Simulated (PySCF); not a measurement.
## Ionisation energy along the 21-electron series

Calculated with PySCF 2.14 and a two-component X2C-1e Hamiltonian (Gaussian nucleus, no Breit or QED terms), each ion in its own even-tempered basis scaled to its charge; GMP2 freezes [Ne] and drops the highest virtual spinors. Values in eV. NIST values: (m) measured, (s) semi-empirical, (t) theoretical.

```tsv
ion	configuration	GHF (spin-free)	GMP2 (spin-free)	GHF (screened spin-orbit)	GMP2 (screened spin-orbit)	NIST
Eu⁴²⁺	[Ar] 3d3	3268.6	3268.4	3278.9	3279.6	3279 ± 4 (t)
Tb⁴⁴⁺	[Ar] 3d3	3559.9	3559.7	3573.1	3573.9	3573 ± 4 (t)
```

Q: Fill in the row of Gd⁴³⁺.

A: configuration: [Ar] 3d3; GHF (spin-free): 3413.0; GMP2 (spin-free): 3412.8; GHF (screened spin-orbit): 3424.7; GMP2 (screened spin-orbit): 3425.5; NIST: 3424 ± 4 (t).
